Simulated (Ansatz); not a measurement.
Consider the redistribution: `CBC=O` + `C[SiH](Cl)[GeH3]` → `O=CBCl` + `C[SiH](C)[GeH3]`.

Program: Ansatz. Geometries: PBE0-D4/def2-TZVP. ΔE: electronic, gas phase. CCSD(T)/CBS adds triple-zeta CCSD(T) − MP2 to the extrapolated MP2 energy (def2 sets, frozen cores). DFT in def2-TZVPP. B3LYP here is the variant with VWN-RPA as its local correlation; programs differ in this. For Ge outer-core shells are correlated without core-valence functions, which leaves a few kJ/mol of doubt a bond. Scalar relativity is left out up to krypton. One conformer a species, not always the lowest.

`CBC=O`:

```xyz
9

C     0.372    0.299   -1.128
B     0.432   -0.265    0.315
C    -0.810   -0.205    1.279
O    -0.946    0.814    1.925
H     0.185   -0.577   -1.772
H    -0.443    1.003   -1.309
H     1.318    0.721   -1.472
H     1.435   -0.752    0.756
H    -1.543   -1.038    1.406
```

`C[SiH](Cl)[GeH3]`:

Z-matrix (Å, degrees):
```
C
Si 1 1.862
H 1 1.092 2 110.9
H 1 1.092 2 110.5 3 -120.3
H 1 1.094 2 110.0 3 119.9
Cl 2 2.070 1 108.9 3 61.8
Ge 2 2.379 1 112.6 3 -57.7
H 2 1.487 1 110.5 3 178.5
H 7 1.538 2 110.1 1 58.5
H 7 1.540 2 110.3 1 -60.9
H 7 1.536 2 110.8 1 178.9
```

`O=CBCl`:

Z-matrix (Å, degrees):
```
C
B 1 1.583
O 1 1.210 2 117.4
H 1 1.114 2 122.4 3 176.2
Cl 2 1.733 1 117.8 3 -114.8
H 2 1.189 1 122.5 3 61.6
```

`C[SiH](C)[GeH3]`:

Cartesian coordinates in Å:
```
C -1.508 0.679 0.882
Si -0.001 0.530 -0.224
C -0.398 -0.443 -1.777
Ge 1.777 -0.522 0.962
H -1.283 1.262 1.778
H -2.327 1.174 0.353
H -1.857 -0.307 1.199
H 0.461 1.897 -0.608
H -1.204 0.038 -2.338
H 0.474 -0.514 -2.431
H -0.718 -1.458 -1.529
H 3.041 -0.661 0.093
H 1.375 -1.941 1.414
H 2.167 0.267 2.227
```

```json
{"level": "PBE-D4", "ΔE (kJ/mol)": "17.1", "difference from CCSD(T)/CBS": "-0.7"}
{"level": "B3LYP-D4", "ΔE (kJ/mol)": "20.6", "difference from CCSD(T)/CBS": "2.8"}
{"level": "PBE0", "ΔE (kJ/mol)": "20.0", "difference from CCSD(T)/CBS": "2.2"}
{"level": "MP2/def2-TZVPP", "ΔE (kJ/mol)": "13.9", "difference from CCSD(T)/CBS": "-3.9"}
{"level": "SCS-MP2/def2-TZVPP", "ΔE (kJ/mol)": "14.7", "difference from CCSD(T)/CBS": "-3.1"}
{"level": "CCSD/def2-TZVPP", "ΔE (kJ/mol)": "15.0", "difference from CCSD(T)/CBS": "-2.8"}
{"level": "CCSD(T)/def2-TZVPP", "ΔE (kJ/mol)": "12.3", "difference from CCSD(T)/CBS": "-5.5"}
{"level": "MP2/def2-QZVPP", "ΔE (kJ/mol)": "17.3", "difference from CCSD(T)/CBS": "-0.5"}
{"level": "SCS-MP2/def2-QZVPP", "ΔE (kJ/mol)": "18.1", "difference from CCSD(T)/CBS": "0.3"}
{"level": "MP2/CBS(def2)", "ΔE (kJ/mol)": "19.3", "difference from CCSD(T)/CBS": "1.5"}
{"level": "CCSD(T)/CBS", "ΔE (kJ/mol)": "17.8", "difference from CCSD(T)/CBS": "0"}
```

Largest T1 diagnostic among the species: 0.016.

In def2-TZVPP, CCSD(T) changes the Hartree–Fock value by −15.6 kJ/mol (the triples alone add −2.7 kJ/mol) and MP2 by −14.1 kJ/mol.
